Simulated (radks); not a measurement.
The numbers below are computed, except where a source is named.
The mean radii <r> (bohr) of the occupied orbitals of an atom or ion are listed with their occupations. Level of theory: scalar-relativistic Kohn-Sham, PBE, spin-unpolarised, spherical densities, finite nucleus; Fermi nuclear charge, rms radius of each element as measured or else 0.836 A^(1/3) + 0.57 fm (a radial shooting solver on a logarithmic mesh with Libxc functionals).

| orbital | occ. | <r> |
|---|---|---|
| 1s | 2 | 0.01715 |
| 2s | 2 | 0.07236 |
| 2p | 6 | 0.06523 |
| 3s | 2 | 0.1871 |
| 3p | 6 | 0.1882 |
| 3d | 10 | 0.1704 |
| 4s | 2 | 0.4151 |
| 4p | 6 | 0.4419 |
| 4d | 10 | 0.4682 |
| 5s | 2 | 0.9517 |
| 4f | 14 | 0.5160 |
| 5p | 6 | 1.100 |
| 5d | 8 | 1.557 |

Name the element and its charge.

Answer. Z = 78, platinum, charge +2: Pt2+ in [Xe] 4f14 5d8. The 1s radius gives Z: for a bare nucleus <r> = (2 gamma + 1)/(2Z) with gamma = sqrt(1 - (Z/c)^2), 0.01695 bohr for Z = 78, and screening makes it slightly larger (0.01715 here). The occupations add up to 76, and the charge is Z minus that.
